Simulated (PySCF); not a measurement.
Why did this PySCF run fail?

```python
from pyscf import gto, dft

mol = gto.M(
    atom='Na 0 0 0; I 0 0 2.683',
    basis='lanl2dz',
    ecp={'Na': 'lanl2dz', 'I': 'lanl2dz'},
    charge=0,
    spin=0,
    symmetry=True,
    verbose=4,
)
mf = dft.UKS(mol, xc='lc_wpbe')
mf.max_cycle = 2
mf.kernel()
g = mf.nuc_grad_method()
g.grid_response = True
g.kernel()
mf.dip_moment()
print('orbital energies (hartree):', [e[max(0, n-3):n+3].round(4) for e, n in zip(mf.mo_energy, mol.nelec)])
```

```bash
$ OMP_NUM_THREADS=1 python input.py
```

The log, shortened:

```
[earlier lines left out]
    O. A. Vydrov and G. E. Scuseria.,  J. Chem. Phys. 125, 234109 (2006)
radial grids:
    Treutler-Ahlrichs [JCP 102, 346 (1995); DOI:10.1063/1.469408] (M4) radial grids

becke partition: Becke, JCP 88, 2547 (1988); DOI:10.1063/1.454033
pruning grids: <function nwchem_prune>
grids dens level: 3
symmetrized grids: True
atomic radii adjust function: <function treutler_atomic_radii_adjust>
small_rho_cutoff = 0
Freeze 0 electrons in irreps []
    8 free electrons in irreps A1 E1x E1y
Set gradient conv threshold to 3.16228e-05
tot grids = 40064
init E= -8.20615561048084
cycle= 1 E= -11.666102222055  delta_E= -3.46  |g|= 0.17  |ddm|= 2.33
cycle= 2 E= -11.6770660056634  delta_E= -0.011  |g|= 0.021  |ddm|= 0.133
SCF not converged.
SCF energy = -11.6770660056634 after 2 cycles  <S^2> = -1.1546319e-14  2S+1 = 1

WARN: Ground state SymAdaptedUKS not converged

******** <class 'pyscf.grad.uks.Gradients'> for <class 'pyscf.dft.uks_symm.SymAdaptedUKS'> ********
unit = Eh/Bohr
grid_response = True
--------------- SymAdaptedUKS gradients ---------------
         x                y                z
0 Na     0.0000000000     0.0000000000     0.0144332128
1 I     0.0000000000     0.0000000000    -0.0144332128
----------------------------------------------
Dipole moment(X, Y, Z, Debye):  0.00000,  0.00000, -9.53481
orbital energies (hartree): [array([-0.33  , -0.3182, -0.3182, -0.0257,  0.0307,  0.0307]), array([-0.33  , -0.3182, -0.3182, -0.0257,  0.0307,  0.0307])]
```

**Question.** Which setting is at fault, why, and what does a mended input give?

**Answer.** The cycle limit (2): the limit is below the number of cycles that the SCF needs. With this edit
```diff
- mf.max_cycle = 2
```
the run finishes: E(SCF) = -11.678816 Eh, 8 cycles, μz(SCF) = -10.14 D, gradient on the second atom -0.0136 Eh/bohr.

The bond length is a typed value, not an optimised one. No search for the lowest solution was made.
